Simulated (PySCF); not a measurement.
MgF, SMILES [Mg+][F], charge +1. Heavy atoms are numbered as in [Mg+:1][F:2].

The structure is a stationary point at r2SCAN-D4/def2-TZVPD. The multiplicity is an assumed one; other spin states were not compared.

Calculation: PBE0/def2-TZVPD run with PySCF.

Mulliken values depend strongly on the basis, most of all with diffuse functions as here. ESP charges are fitted to the potential on shells at 1.4 to 2.0 van der Waals radii. Atomic charges (e), one atom of each kind:

```tsv
atom	ESP fit	Mulliken	IAO
Mg1	1.67	1.64	…
F2	-0.67	-0.64	…
```

Q: Fill in the missing entries. (The exact figures need the calculation; the answer reports its results.)

A: 
- Mg1, IAO: 1.84
- F2, IAO: -0.84
